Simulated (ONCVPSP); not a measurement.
# Before and after: ONCV potential for Re

| Property | Result |
| --- | --- |
| Element | rhenium (Re) |
| Generator | ONCVPSP 4.0.1 |
| Type | optimised norm-conserving Vanderbilt (ONCV) |
| Functional | LDA (Perdew-Wang 92) |
| Relativity | fully relativistic |
| Frozen core | [Xe] 4f14 |
| Valence charge | 7 |
| Reference configuration | 5d5 6s2 |
| Partial waves | 6s: rc 2.45 bohr, ncon 4, nbas 8, qcut 2.2 1/bohr, 2 projectors, debl 2.9 Ha; p scattering state at 0.21 Ha: rc 2.55 bohr, ncon 4, nbas 7, qcut 3.2 1/bohr, 1 projector; 5d: rc 2.05 bohr, ncon 3, nbas 7, qcut 6.6 1/bohr, 3 projectors, debl 3 Ha |
| Local potential | polynomial inside 1.55 bohr (lpopt 5, dvloc0 0 Ha) |
| Core correction | none |

Open shells are filled in proportion to 2j + 1.

In the p channel the program set the typed energies aside and used 0.050 Ha (j = l + 1/2; the other j can differ).

Change: reference 5d5 6s1.

Cutoffs: the cutoffs (Ha) at which the residual kinetic energy of the hardest occupied pseudo-wave falls to 1 and 0.1 mHa per electron; they do not see the model core or the augmentation charge, which bear on the density cutoff. Errors are all-electron minus pseudo energies relative to the spin-unpolarised reference configuration.

Question: What does the change do?

Answer: The potential gets neither clearly harder nor softer (15 Ha and 25 Ha → 15 Ha and 26 Ha); both files keep a bound ghost (p, s).

| quantity | base | changed |
| --- | --- | --- |
| cutoff, loose | 15 Ha | 15 Ha |
| cutoff, tight | 25 Ha | 26 Ha |
| loose cutoff by channel | s 7.9 Ha, d 15 Ha | s 12 Ha, d 15 Ha |
| bound ghosts | s, p3/2, p1/2 | s, p3/2, p1/2 |
| GHOST(+) flags under 300 eV | none | none |
| largest error over its own tests, meV | +94 | +48 |
| s: phases at 2.49 bohr within 0.05 rad from the reference energy up to (Ha; the scan ends near 5) | 3.3 | 3.1 |
| p3/2: phases at 2.58 bohr within 0.05 rad from the reference energy up to (Ha; the scan ends near 5) | 1.2 | 1.5 |
| p1/2: phases at 2.58 bohr within 0.05 rad from the reference energy up to (Ha; the scan ends near 5) | 1.9 | 1.6 |
| d5/2: phases at 2.08 bohr within 0.05 rad from the reference energy up to (Ha; the scan ends near 5) | to the end of the scan | to the end of the scan |
| d3/2: phases at 2.08 bohr within 0.05 rad from the reference energy up to (Ha; the scan ends near 5) | to the end of the scan | to the end of the scan |

Changed file: These tests converged, but a pseudo level misses the all-electron one widely, so the file describes the atom poorly there or has found another state: 5d5 6s0 6p1: empty 6s by 6.5 eV. A true bound ghost makes a file unfit for plane-wave use even where its test errors are small: the radial tests pick states by their node count and pass the ghost by.
